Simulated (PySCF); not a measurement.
## N⁺: ionisation energy

N⁺ [He] 2s2 2p2 [2p1/2^2, M_J = 0] → N²⁺ [He] 2s2 2p1 [2p1/2^1, M_J = 1/2], as a difference of total energies. Calculation: PySCF 2.14, in x2c-SVPall-2c (3s2p1d, 14 functions); the two-component X2C-1e Hamiltonian. Correlated levels: 1s2 frozen. "Screened" scales the spin-orbit matrix elements by Boettger's factors to mimic the two-electron term; Breit and QED terms are absent.

| method | ionisation energy (eV) | difference from reference (eV) |
| --- | --- | --- |
| GHF (spin-free) | 29.257 | -0.344 |
| GMP2 (spin-free) | 29.551 | -0.050 |
| GHF (screened spin-orbit) | 29.250 | -0.351 |
| GMP2 (screened spin-orbit) | 29.545 | -0.056 |

Reference: 29.601 eV (semi-empirical (NIST evaluation); NIST Atomic Spectra Database, ionization energies).

Errors of the correlated levels include the incompleteness of this basis and the frozen core.

The labels give the starting determinants; with spin-orbit coupling the two ends relaxed to ⟨J²⟩ = 2.00, ⟨L²⟩ = 2.00, ⟨S²⟩ = 2.00 and ⟨J²⟩ = 1.03, ⟨L²⟩ = 2.01, ⟨S²⟩ = 0.75.

The determinant of N⁺ mixes levels of different J (the jj label is only the starting occupation), so the difference between spin-free and spin-orbit rows is not the physical spin-orbit shift.
